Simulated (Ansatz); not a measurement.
Born–Oppenheimer molecular dynamics of CH8AlClOSi (13 atoms, charge 0, multiplicity 1). It starts from a rough guess of a transition structure, not a stationary point.

All numbers below come from UKS PBE-D4/STO-3G (Ansatz).

```json
{
  "ensemble": "NVE (velocity Verlet)",
  "time step": "0.5 fs",
  "steps asked": "150",
  "starting velocities drawn for": "100 K",
  "seed": "602549"
}
```

First frame:

```xyz
13
Properties=species:S:1:pos:R:3
Al 0.107 -0.818 -0.053
Si 0.884 1.776 0.123
C -1.869 -0.926 0.024
O 1.230 -1.602 0.842
H 0.886 0.416 -1.164
Cl 0.948 -0.718 -2.513
H -0.067 2.812 -0.291
H 2.209 2.404 0.087
H 0.591 1.547 1.556
H -2.299 -0.217 -0.688
H -2.275 -0.689 1.008
H -2.244 -1.916 -0.249
H 1.899 -2.069 1.320
```

Q: What does the run give?

A: The run went to its last step.

- steps done: 150
- time covered: 75 fs
- mean temperature over the second half: 1305 K
- spread of the potential energy over the second half: 24.3 meV per atom
- mean potential energy of the second half above the start: -132.0 meV per atom

The conserved energy stayed within 0.59 meV per atom of its start (net change -0.41 meV per atom), so the integration is sound. The system heated up, since it started high on the potential surface and ran downhill. A run of 0.075 ps of so small a system gives no equilibrium averages. The orbitals stay closed-shell, which can raise the energy where a bond breaks towards radicals; this wasn't checked here. Limits of this set-up: minimal basis.

Q: What happens to the structure?

A: The step under study would form Al1–Cl6, Si2–H5 and break Al1–Si2, H5–Cl6. These pairs go: Al1–Cl6 2.60 → 2.29 Å, Si2–H5 1.87 → 1.34 Å, Al1–Si2 2.71 → 3.96 Å, H5–Cl6 1.76 → 4.13 Å. In the last frame they stand as after the step (other bonds may differ from the relaxed reactants and products). Also parted: Al1–H5 1.83 → 4.14 Å. It ends as CH4AlClO + H4Si. Pairs count as bonded within 1.25 times the sum of covalent radii (0.12 Å more for H–H). This is one draw of velocities; another would differ in detail.

Q: How do temperature and energy run in time?

A: 
```csv
time (fs),T (K),potential energy less start (eV),conserved less start (meV/atom)
0.0,100,0.000,0.00
2.5,195,-0.137,-0.12
5.0,360,-0.371,-0.09
7.5,447,-0.496,-0.28
10.0,396,-0.422,-0.03
12.5,721,-0.886,-0.23
15.0,835,-1.048,-0.19
17.5,902,-1.140,0.03
20.0,1331,-1.752,-0.15
22.5,1675,-2.246,-0.53
25.0,1557,-2.072,-0.01
27.5,1631,-2.184,-0.51
30.0,965,-1.230,0.04
32.5,879,-1.108,-0.01
35.0,1266,-1.664,-0.48
37.5,1206,-1.572,0.06
40.0,1526,-2.033,-0.47
42.5,1395,-1.844,-0.15
45.0,1360,-1.790,0.05
47.5,1654,-2.216,-0.57
50.0,1244,-1.623,0.21
52.5,1574,-2.103,-0.59
55.0,1451,-1.923,-0.16
57.5,1340,-1.764,-0.04
60.0,1546,-2.060,-0.37
62.5,1219,-1.593,-0.11
65.0,1144,-1.489,-0.41
67.5,976,-1.247,-0.13
70.0,812,-1.013,-0.01
72.5,1109,-1.437,-0.20
75.0,1177,-1.537,-0.41
```

Run time: 9.2 min on 1 thread of Arm Neoverse V2, on a shared host, peak memory 0.13 GiB.
